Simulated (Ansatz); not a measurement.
A run for Ansatz (a first-principles code): R-CCSD(T)/def2-SVP on BrH2InO (SMILES [OH][InH][Br]), a point of a torsion scan. Elements past Kr take the def2 small-core potentials; no spin–orbit coupling. The run froze 24 orbitals, filled d shells among them.

Ansatz 0.2 input:
```yaml
crystal:
  periodic: [false, false, false]
  atoms:
    - {symbol: O, position_ang: [-1.34171528, -0.31975477, -0.38444457]}
    - {symbol: In, position_ang: [0.57276430, -0.05668253, -0.27234877]}
    - {symbol: Br, position_ang: [1.55579054, -0.20503809, -2.50617454]}
    - {symbol: H, position_ang: [-1.84579561, -0.70559627, 0.32890560]}
    - {symbol: H, position_ang: [1.39769123, 0.27263645, 1.17114816]}
basis:
  gaussian:
    orbitals: def2-SVP
magnetization: {spin_polarized: false}
correlation: {method: ccsd_t, electrons: outside_noble_gas}
scf: {lower_state_search: off}
```

The log:

```
WARN ansatz: RAYON_NUM_THREADS=1 ignored (pool sized by the plan → 1); use --threads N
Functional definition: HF
these checks for a lower state are left out or cut short: stability, starts, cluster_reference, orbital_swaps, neighbouring_geometries, increment
integrals: 0.08 GiB planned
874 factors; integrals over basis functions are off by at most 4.5e-4 eV
mean field: 0.27 GiB planned
mean field evaluation 1: about -77204.3459 eV, gradient 3.9e1 eV
mean field evaluation 2: about -77204.3915 eV, gradient 3.9e1 eV
mean field evaluation 4: about -77207.6340 eV, gradient 2.1e0 eV
mean field evaluation 8: about -77207.6580 eV, gradient 2.0e-1 eV
mean field -77207.65820292 eV, -2837.3291057271 hartree, gradient 8.5e-6 eV, S^2 0.000000; 0 other end points of the search recorded, 0 dependent functions left out
24 core orbitals not correlated, not the lowest: weight in the atoms' cores, before any rotation towards them, 0.894 or more for the frozen orbitals, at most 0.090 for the correlated occupied ones
reference -77207.65820292 eV, -2837.3291057271 hartree; 9, 9 occupied and 49, 49 virtual orbitals, 874 factors
second order -9.97395932 eV of doubles, -0.00000000 eV of singles
coupled cluster: 0.15 GiB planned
cycle   1  -10.27282627 eV  change   -3.0e-1 eV  update   8.3e-2
cycle   2  -10.50464708 eV  change   -2.3e-1 eV  update   2.7e-2
cycle   3  -10.58709426 eV  change   -8.2e-2 eV  update   1.7e-2
cycle   4  -10.58494037 eV  change    2.2e-3 eV  update   4.7e-3
cycle   5  -10.58214414 eV  change    2.8e-3 eV  update   2.2e-3
cycle   6  -10.58245875 eV  change   -3.1e-4 eV  update   7.4e-4
cycle   7  -10.58232472 eV  change    1.3e-4 eV  update   2.6e-4
cycle   8  -10.58228821 eV  change    3.7e-5 eV  update   8.3e-5
cycle   9  -10.58232058 eV  change   -3.2e-5 eV  update   3.1e-5
cycle  10  -10.58231959 eV  change    9.8e-7 eV  update   1.1e-5
perturbative correction -0.22710489 eV, -0.0083459508 hartree
Total energy: -77218.46762741 eV, -2837.7263447500 hartree
Checks for a lower state left out: stability, starts, cluster_reference, orbital_swaps, neighbouring_geometries, increment
```

The calculation finished and met its thresholds.

Cost: very roughly 2.1 core-seconds.
